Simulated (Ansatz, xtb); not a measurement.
## Relative energy of two isomers of F2GeH5NSi

We compare a, `N[Si](F)(F)[GeH3]`, a singlet, with b, `F[SiH2][NH][GeH2][F]`, a singlet. Both are isolated molecules in the gas phase, relaxed with PBE0-D3(BJ)/def2-SVP; the shapes shown needn't be the lowest conformers.

a (Å):

```xyz
10

F     0.0521   -0.4700    1.8357
F    -0.3951    0.8602   -0.2996
Ge   -0.7133   -2.4362   -0.6368
N    -2.5587   -0.0714    0.9353
Si   -0.9382   -0.4073    0.5490
H    -2.8609    0.8650    1.1821
H    -3.1728   -0.7830    1.3125
H     0.7652   -2.8258   -0.7885
H    -1.3513   -2.3121   -2.0300
H    -1.4407   -3.5556    0.1322
```

b (Å):

```xyz
10

F    -1.3896    0.2161    1.8167
F     1.8219    1.5248   -2.3391
Ge    0.2194    1.0038   -1.8839
N     0.3442    0.0507   -0.3380
Si    0.0862    0.6232    1.2649
H     0.1484    2.1067    1.2349
H     1.0563   -0.0004    2.2014
H     0.6142   -0.9229   -0.4512
H    -0.2539    0.1035   -3.0290
H    -0.5903    2.2741   -1.6189
```

Which of the two would you expect CCSD(T)/def2-SVP + ΔMP2/def2-TZVPP electronic energies to favour?

Structure a; the calculation gives E(b) − E(a) = +16.6 kcal/mol.

How the difference moves with the method:

```tsv
level	geometry	E(b) − E(a) (kcal/mol)	departure from the last row (kcal/mol)	job, with rough time for the two
PBE0-D3(BJ)/def2-SVP	PBE0-D3(BJ)/def2-SVP	+17.5	+0.9	optimisation, 3.3 min
HF/def2-SVP	PBE0-D3(BJ)/def2-SVP	+10.8	−5.8	part of the CCSD(T) run
MP2/def2-SVP	PBE0-D3(BJ)/def2-SVP	+11.2	−5.4	part of the CCSD(T) run
CCSD(T)/def2-SVP	PBE0-D3(BJ)/def2-SVP	+12.0	−4.6	single point
CCSD(T)/def2-SVP + ΔMP2/def2-TZVPP	PBE0-D3(BJ)/def2-SVP	+16.6		single point, 52 s
```

As drawn, b has 1 Ge–N, 1 F–Ge, 2 Si–H in place of 1 F–Si, 1 Ge–Si, 1 N–H, 1 Ge–H.

None of the levels shown reverses the order. The largest departure from CCSD(T)/def2-SVP + ΔMP2/def2-TZVPP is that of HF/def2-SVP, 5.8 kcal/mol. Levels run at GFN2-xTB geometries aren't shown. The last row adds to CCSD(T) the change of the MP2 difference between the two basis sets, here +4.6 kcal/mol, a large step that makes the value less sure.

With harmonic frequencies from PBE0-D3(BJ)/def2-SVP (ideal gas, rigid rotor, one conformer each, 400 K, 1 atm): on the last row, ΔE + ΔZPE = +16.5 kcal/mol. A mode under 50 cm⁻¹ makes harmonic enthalpies and free energies unreliable, so none is given.

The correlated steps freeze 17 core orbitals; the filled d shell of Ge is correlated, in a basis made for valence electrons. Codes used: Ansatz 0.2.0; the last row on 2 threads of Intel(R) Xeon(R) Platinum 8259CL CPU @ 2.50GHz (Skylake/Cascade Lake) on a shared host.
